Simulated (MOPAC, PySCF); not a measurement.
Species: CHBr₂ (charge 0, doublet). SMILES: Br[CH]Br
Geometry: optimised at B3LYP-D3(BJ)/def2-TZVP (Ansatz).

Unscaled harmonic wavenumbers (cm⁻¹) in rising order, each level at the stationary point that it reaches from this structure (no distance between atoms moves by over 0.3 Å); the order of modes can differ between levels, and a negative number is imaginary. B3LYP-D3(BJ)/def2-TZVP (PySCF, at the structure above): 184, 403, 616, 760, 1178, 3216.

AM1 (MOPAC): 197, 568, 591, 837, 1102, 3165. Zero-point energy 9.2 against 9.1 kcal/mol; where all levels lie over 400 cm⁻¹, the wavenumbers are on average 1.079 times those of B3LYP-D3(BJ)/def2-TZVP.

PM6 (MOPAC): 174, 567, 577, 791, 1091, 2705. Zero-point energy 8.4 against 9.1 kcal/mol; where all levels lie over 400 cm⁻¹, the wavenumbers are on average 1.031 times those of B3LYP-D3(BJ)/def2-TZVP.

PM7 (MOPAC): 197, 545, 591, 762, 1181, 2707. Zero-point energy 8.6 against 9.1 kcal/mol; where all levels lie over 400 cm⁻¹, the wavenumbers are on average 1.032 times those of B3LYP-D3(BJ)/def2-TZVP.
